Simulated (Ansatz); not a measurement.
```yaml
crystal:
  periodic: [false, false, false]
  atoms:
    - {symbol: C, position_ang: [-0.551085, 1.836357, -0.719517]}
    - {symbol: O, position_ang: [0.413439, 1.091445, -1.400528]}
    - {symbol: Al, position_ang: [1.228671, -0.380600, -1.319768]}
    - {symbol: O, position_ang: [1.002358, -1.534798, -0.113351]}
    - {symbol: C, position_ang: [0.261295, -1.754044, 1.049382]}
    - {symbol: H, position_ang: [-1.392220, 2.060567, -1.383919]}
    - {symbol: H, position_ang: [-0.945515, 1.313148, 0.159971]}
    - {symbol: H, position_ang: [-0.125629, 2.787922, -0.383571]}
    - {symbol: H, position_ang: [-0.354882, -2.652812, 0.940179]}
    - {symbol: H, position_ang: [0.932475, -1.908316, 1.900898]}
    - {symbol: H, position_ang: [-0.403607, -0.915868, 1.290825]}
basis:
  gaussian: {orbitals: def2-mTZVPP}
total_charge: -1
magnetization: {spin_polarized: true, initial_magnetization: 1}
hamiltonian: {xc: {name: B97}}
```

```sh
$ ansatz run in.yaml --threads 2 --pin off --events-out ev --progress --plain --max-ram 32768MiB --backend cpu
```

(1) How does Ansatz answer? (An estimate is asked.)

Results:

(1) The calculation gave: The input was rejected before any iteration.
```
Error: a molecule whose nuclei and cores have a total charge of 47 cannot have a net charge of -1 together with 1 unpaired electrons
```
